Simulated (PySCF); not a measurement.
From one molecule to another.

First species: C5H10Se.
Geometry (PBE0-D3(BJ)/def2-SVP, Å), atoms numbered from 1 in this order:
```xyz
16
C5H10Se angstrom
C     -0.880   -0.519   -1.486
C     -0.736   -0.091   -0.225
C     -1.912    0.152    0.674
C      0.617    0.181    0.382
C      1.748    0.440   -0.593
Se     1.031   -1.369    1.562
H     -1.873   -0.716   -1.899
H     -0.027   -0.687   -2.147
H     -2.856   -0.145    0.198
H     -1.803   -0.405    1.619
H     -1.981    1.220    0.940
H      0.513    1.032    1.074
H      1.953   -0.442   -1.217
H      1.495    1.285   -1.255
H      2.676    0.685   -0.057
H      1.981   -0.633    2.414
```

Second species: C8H9F.
InChI=1S/C8H9F/c1-6-2-3-8(4-6)5-7(8)9/h2-4,7H,5H2,1H3/t7-,8+/m1/s1

Levels: CAM-B3LYP/def2-SVPD for dipole moment, HOMO energy, LUMO energy, HOMO–LUMO gap, static isotropic polarisability and electronic spatial extent ⟨r²⟩ about the centre of nuclear charge; TDDFT CAM-B3LYP/def2-SVPD for lowest singlet excitation; TDA CAM-B3LYP/def2-SVPD for lowest triplet excitation (Tamm–Dancoff); ΔSCF CAM-B3LYP/def2-SVPD for vertical ionisation energy; PBE0-D3(BJ)/def2-SVP for rotational constant A and rotational constant C. Geometries: PBE0-D3(BJ)/def2-SVP. Each species is one conformer at its optimised geometry, gas phase, non-relativistic unless stated; the electronic structure was computed with PySCF and density fitting.

The conformers computed, where there is a choice (atom-mapped SMILES and torsion angles):
- `[CH2:1]=[C:2]([CH3:3])[C@H:4]([CH3:5])[SeH:6]`: C1–C2–C4–C5 22°, H–Se6–C4–C2 -157°

Values for the first species:

| Quantity | Value |
| --- | --- |
| Dipole moment | 1.48 D |
| HOMO energy | -7.82 eV |
| LUMO energy | 0.54 eV |
| HOMO–LUMO gap | 8.36 eV |
| Lowest singlet excitation | 4.71 eV |
| Lowest triplet excitation (Tamm–Dancoff) | 4.14 eV |
| Static isotropic polarisability | 91.3 au |
| Vertical ionisation energy | 8.71 eV |
| Electronic spatial extent ⟨r²⟩ about the centre of nuclear charge | 1027 bohr² |
| Rotational constant A | 3.191 GHz |
| Rotational constant C | 1.212 GHz |

Estimate the same properties for the second species, and the change in each.

| property | first | second | second less first |
| --- | --- | --- | --- |
| dipole moment | 1.48 D | 1.50 D | +0.02 D |
| HOMO energy | -7.82 eV | -7.51 eV | +0.31 eV |
| LUMO energy | 0.54 eV | 0.33 eV | -0.21 eV |
| HOMO–LUMO gap | 8.36 eV | 7.84 eV | -0.52 eV |
| lowest singlet excitation | 4.71 eV | 4.82 eV | +0.11 eV |
| lowest triplet excitation (Tamm–Dancoff) | 4.14 eV | 3.01 eV | -1.13 eV |
| static isotropic polarisability | 91.3 au | 91.9 au | +0.6 au |
| vertical ionisation energy | 8.71 eV | 8.13 eV | -0.58 eV |
| electronic spatial extent ⟨r²⟩ about the centre of nuclear charge | 1027 bohr² | 1249 bohr² | +222 bohr² |
| rotational constant A | 3.191 GHz | 3.334 GHz | +0.143 GHz |
| rotational constant C | 1.212 GHz | 0.966 GHz | -0.246 GHz |

On the first: A dipole of 1.48 D is allowed in C1, and pure rotational transitions are dipole-allowed. The ΔSCF ionisation energy exceeds −ε(HOMO) by 0.89 eV with CAM-B3LYP. Relativistic effects, spin–orbit coupling among them, are left out although an element past zinc is present.

On the second: In atomic units the dipole is 0.59 e·bohr (1 au = 2.5417 D). The ΔSCF ionisation energy exceeds −ε(HOMO) by 0.62 eV with CAM-B3LYP.
